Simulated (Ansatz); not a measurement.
Total energies of C₂H₆AlF.

```xyz
10

F     2.2290   -0.1807   -0.0997
C    -0.6417    0.9935   -0.2863
C    -0.6322    0.4512    0.9367
Al    0.8304   -1.0170   -0.4573
H     0.1580    1.6476   -0.6197
H    -1.4613    0.8281   -0.9759
H     0.1753    0.6483    1.6349
H    -1.4435   -0.1759    1.2877
H     0.4043   -2.1582    0.5576
H     0.3818   -1.0368   -1.9779
```

Charge 0, multiplicity 1. The bonds changed during the relaxation, so this is another structure than the one it started from. All single points use the PBE0-D4/def2-TZVP geometry. It is one conformer, not always the lowest. Basis def2-TZVPP, the Gaussian-basis code of Ansatz.

RPA on PBE orbitals: Hartree–Fock energy of these orbitals -420.66378 Eh, correlation -1.13709 Eh (frozen core).

```tsv
functional	energy without D4 (Eh)	D4 term (kJ/mol)
LDA (SPW92)	-419.74758	–
PBE	-421.86190	-16.6
revPBE	-422.09954	-51.8
BLYP	-422.16585	-36.7
r2SCAN	-422.09574	-4.0
B97M-V	-422.12871	–
PBE0	-421.89972	-13.9
B3LYP	-422.24969	-26.7
BHLYP	-422.13140	-20.0
CAM-B3LYP	-422.15270	-14.0
LC-ωPBE	-422.02629	–
ωB97X-V	-422.11778	–
B2PLYP	-421.97044	–
PBE-QIDH	-421.79134	–
```

Question: Give the same for r2SCANh, r2SCAN0, HSE06 (plane-wave form), ωB97M-V. (Best estimate.)

Answer: Ansatz gave: 
```csv
functional,energy without D4 (Eh),D4 term (kJ/mol)
r2SCANh,-422.08509,-4.2
r2SCAN0,-422.07007,-4.7
HSE06 (plane-wave form),-421.88419,-12.9
ωB97M-V,-422.12353,–
```

B3LYP takes the VWN-RPA correlation (the form of Gaussian; ORCA's B3LYP/G). HSE06 is the plane-wave form, built on full-range PBE exchange. The double hybrids freeze the cores in their second-order part.

LC-ωPBE has ω = 0.4 bohr⁻¹.
